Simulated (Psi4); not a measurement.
Psi4 input (wB97X-D/6-31G*):

```
memory 1500 MB

molecule {
1 1
F     1.35220300    0.02690000   -0.15770600
S    -0.03514700   -0.03522300    0.44455900
F    -0.65725700    1.17090400   -0.22593200
F    -0.63246200   -1.13518400   -0.40668900
symmetry c1
no_reorient
no_com
}

set {
  basis 6-31G*
  reference rks
  scf_type pk
  dft_radial_points 99
  dft_spherical_points 590
  e_convergence 1e-8
  d_convergence 1e-7
  maxiter 150
}

e = energy('wb97x-d')
print_out(f'\nFINAL {e:.10f} DIPOLE {variable("CURRENT DIPOLE")[0]:.6f} {variable("CURRENT DIPOLE")[1]:.6f} {variable("CURRENT DIPOLE")[2]:.6f}\n')
```

Output:

```
   => Loading Basis Set <=

    Name: 6-31G*
    Role: ORBITAL
    Keyword: BASIS
    atoms 1, 3-4 entry F          line   162 file 6-31gs.gbs
    atoms 2      entry S          line   316 file 6-31gs.gbs

   => WB97X-D: Empirical Dispersion <=

    Chai and Head-Gordon Dispersion Correction
    Chai, J.-D.; Head-Gordon, M. (2010), J. Chem. Phys., 132: 6615-6620

        s6 =       1.000000

         ---------------------------------------------------------
                                   SCF
               by Justin Turney, Rob Parrish, Andy Simmonett
                          and Daniel G. A. Smith
                              RKS Reference
         ---------------------------------------------------------

  ==> Geometry <==

    Molecular point group: c1
    Full point group: C1

    Geometry (in Angstrom), charge = 1, multiplicity = 1:

       Center              X                  Y                   Z               Mass
    ------------   -----------------  -----------------  -----------------  -----------------
         F            1.352203000000     0.026900000000    -0.157706000000    18.998403162730
         S           -0.035147000000    -0.035223000000     0.444559000000    31.972071174400
         F           -0.657257000000     1.170904000000    -0.225932000000    18.998403162730
         F           -0.632462000000    -1.135184000000    -0.406689000000    18.998403162730

  Running in c1 symmetry.

  Rotational constants: A =      0.27529  B =      0.27529  C =      0.16581 [cm^-1]
  Rotational constants: A =   8252.92467  B =   8252.92009  C =   4970.93944 [MHz]
  Nuclear repulsion =  206.609981917614789

  Charge       = 1
  Multiplicity = 1
  Electrons    = 42
  Nalpha       = 21
  Nbeta        = 21

  ==> Algorithm <==

  SCF Algorithm Type is PK.
  DIIS enabled.
  MOM disabled.
  Fractional occupation disabled.
  Guess Type is SAD.
  Energy threshold   = 1.00e-08
  Density threshold  = 1.00e-07
  Integral threshold = 1.00e-12

  ==> Primary Basis <==

  Basis Set: 6-31G*
    Blend: 6-31G*
    Number of shells: 26
    Number of basis functions: 64
    Number of Cartesian functions: 64
    Spherical Harmonics?: false
    Max angular momentum: 2

  ==> DFT Potential <==

   => LibXC <=

    Version 7.1.2
    S. Lehtola, C. Steigemann, M. J. T. Oliveira, and M. A. L. Marques,  SoftwareX 7, 1–5 (2018) (10.1016/j.softx.2017.11.002)

   => Composite Functional: WB97X-D <=

    wB97X-D Hyb-GGA Exchange-Correlation Functional

    J.-D. Chai and M. Head-Gordon,  Phys. Chem. Chem. Phys. 10, 6615–6620 (2008) (10.1039/B810189B)

    Deriv               =              1
    GGA                 =           TRUE
    Meta                =          FALSE

    Exchange Hybrid     =           TRUE
    MP2 Hybrid          =          FALSE

   => Exchange-Correlation Functionals <=

    1.0000   wB97X-D range-separated functional

   => Exact (HF) Exchange <=

    0.7780            HF,LR [omega = 0.2000]
    0.2220               HF

   => LibXC Density Thresholds  <==

    XC_HYB_GGA_XC_WB97X_D:  1.00E-14

   => Molecular Quadrature <=

    Radial Scheme          =       TREUTLER
    Pruning Scheme         =           NONE
    Nuclear Scheme         =       TREUTLER

    Blocking Scheme        =         OCTREE
    BS radius alpha        =              1
    Pruning alpha          =              1
    Radial Points          =             99
    Spherical Points       =            590
    Total Points           =         223527
    Total Blocks           =           1680
    Max Points             =            256
    Max Functions          =             63
    Weights Tolerance      =       1.00E-15

  ==> Integral Setup <==

  Using in-core PK algorithm.
   Calculation information:
      Number of atoms:                   4
      Number of AO shells:              26
      Number of primitives:             72
      Number of atomic orbitals:        64
      Number of basis functions:        64

      Integral cutoff                 1.00e-12
      Number of threads:                 1

  Performing in-core PK
  Using 6492720 doubles for integral storage.
  We computed 58499 shell quartets total.
  Whereas there are 61776 unique shell quartets.

  Computing range-separated integrals for PK
  We computed 58499 wK shell quartets total.
  Whereas there are 61776 wK unique shell quartets.

  ==> DiskJK: Disk-Based J/K Matrices <==

    J tasked:                  Yes
    K tasked:                  Yes
    wK tasked:                 Yes
    Omega:               2.000E-01
    Schwarz Cutoff:          1E-12


  Cached 100.0% of DFT collocation blocks in 0.358 [GiB].

  Minimum eigenvalue in the overlap matrix is 3.9235282838E-03.
  Reciprocal condition number of the overlap matrix is 7.3679844100E-04.
    Using symmetric orthogonalization.

  ==> Pre-Iterations <==

  SCF Guess: Superposition of Atomic Densities via on-the-fly atomic UHF (no occupation information).

   -------------------------
    Irrep   Nso     Nmo
   -------------------------
     A         64      64
   -------------------------
    Total      64      64
   -------------------------

  ==> Iterations <==

                        Total Energy        Delta E     RMS |[F,P]|

   @RKS iter SAD:  -697.69946105874590   -6.97699e+02   0.00000e+00
   @RKS iter   1:  -697.06768529155158    6.31776e-01   8.49834e-03 ADIIS/DIIS
   @RKS iter   2:  -697.07176424095906   -4.07895e-03   9.52127e-03 ADIIS/DIIS
   @RKS iter   3:  -697.19305045001840   -1.21286e-01   1.09058e-03 ADIIS/DIIS
   @RKS iter   4:  -697.19446106071621   -1.41061e-03   8.64729e-05 DIIS
   @RKS iter   5:  -697.19448341536497   -2.23546e-05   1.24267e-05 DIIS
   @RKS iter   6:  -697.19448388872650   -4.73362e-07   2.84920e-06 DIIS
   @RKS iter   7:  -697.19448391791423   -2.91877e-08   4.17682e-07 DIIS
   @RKS iter   8:  -697.19448391894559   -1.03137e-09   9.10249e-08 DIIS
  Energy and wave function converged.

  ==> Post-Iterations <==

   Electrons on quadrature grid:
      Ntotal   =   41.9999995149 ; deviation = -4.851e-07

    Orbital Energies [Eh]
    ---------------------

    Doubly Occupied:

       1A    -89.655358     2A    -25.207830     3A    -25.207828
       4A    -25.207827     5A     -8.639587     6A     -6.589917
       7A     -6.589916     8A     -6.580629     9A     -1.765721
      10A     -1.678374    11A     -1.678374    12A     -1.175725
      13A     -1.008948    14A     -1.008948    15A     -0.976418
      16A     -0.898939    17A     -0.898939    18A     -0.854491
      19A     -0.854490    20A     -0.836568    21A     -0.772046

    Virtual:

      22A     -0.255293    23A     -0.255293    24A     -0.151405
      25A      0.080344    26A      0.139634    27A      0.153278
      28A      0.153279    29A      0.366217    30A      0.366218
      31A      0.410668    32A      0.677666    33A      0.677666
      34A      0.946155    35A      0.946156    36A      0.954306
      37A      0.991688    38A      0.991689    39A      1.077216
      40A      1.085523    41A      1.172293    42A      1.172293
      43A      1.275287    44A      1.275289    45A      1.538282
      46A      1.545560    47A      1.582717    48A      1.582718
      49A      1.603741    50A      1.603742    51A      1.692747
      52A      1.693830    53A      1.693832    54A      1.764765
      55A      1.878534    56A      1.878534    57A      1.933317
      58A      2.440557    59A      2.705179    60A      2.705179
      61A      3.722302    62A      3.722304    63A      3.739449
      64A      4.548985

    Final Occupation by Irrep:
              A
    DOCC [    21 ]
    NA   [    21 ]
    NB   [    21 ]

  @RKS Final Energy:  -697.19448391894559

   => Energetics <=

    Nuclear Repulsion Energy =            206.6099819176147889
    One-Electron Energy =               -1363.3545558726982563
    Two-Electron Energy =                 500.4462122577236869
    DFT Exchange-Correlation Energy =     -40.8958649631665097
    Empirical Dispersion Energy =          -0.0002572584191805
    VV10 Nonlocal Energy =                  0.0000000000000000
    Total Energy =                       -697.1944839189455934

Computation Completed

Properties will be evaluated at   0.000000,   0.000000,   0.000000 [a0]

Properties computed using the SCF density matrix

 Multipole Moments:

 ------------------------------------------------------------------------------------
     Multipole            Electronic (a.u.)      Nuclear  (a.u.)        Total (a.u.)
 ------------------------------------------------------------------------------------

 L = 1.  Multiply by 2.5417464519 to convert [e a0] to [Debye]
 Dipole X            :         -0.0571370            0.0000076           -0.0571295
 Dipole Y            :         -0.0572719            0.0000227           -0.0572492
 Dipole Z            :          0.7225951            0.0000019            0.7225970
 Magnitude           :                                                    0.7271091

 ------------------------------------------------------------------------------------

FINAL -697.1944839189 DIPOLE -0.057129 -0.057249 0.722597

*** Psi4 exiting successfully. Buy a developer a beer!
```

The dipole moment of an ion depends on the origin.

The geometry given is a B3LYP-D3(BJ)/def2-TZVP minimum.
